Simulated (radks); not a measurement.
Effect of the nuclear size on neutral gadolinium, [Xe] 4f7 5d1 6s2. All-electron calculation, Dirac Kohn-Sham, PBE, spin-unpolarised, spherical densities, finite nucleus; open shells fill j = l - 1/2 first; Fermi nuclear charge, rms radius 5.1569 fm. Program: a radial shooting solver on a logarithmic mesh with Libxc functionals. The rms radius is varied about that value; shifts are against it.

rms radius (fm),total energy shift (eV),density at nucleus (e/bohr^3),1s1/2 shift (meV),2s1/2 shift (meV),5s1/2 shift (meV),5p1/2 shift (meV),6s1/2 shift (meV),5d3/2 shift (meV),6p1/2 (empty) shift (meV)
4.6309,-4.07,6.459e+05,-1680,-216,-1.65,0.211,-0.089,0.139,0.060
4.7443,-3.22,6.42e+05,-1330,-171,-1.31,0.167,-0.070,0.110,0.048
5.1569,0,6.285e+05,0.000,0.000,0.000,0.000,0.000,0.000,0.000
5.4302,2.24,6.203e+05,924,119,0.911,-0.116,0.049,-0.077,-0.033
6.0594,7.73,6.032e+05,3190,410,3.14,-0.401,0.169,-0.264,-0.114

Slopes of the eigenvalues against <r^2> in GHz/fm^2, as finite differences over the two radii next to the reference (eigenvalue slopes, not the field-shift constants of lines): 1s1/2 78000, 2s1/2 10000, 5s1/2 76.9, 5p1/2 -9.82, 6s1/2 4.14, 5d3/2 -6.48, 6p1/2 (empty) -2.80.
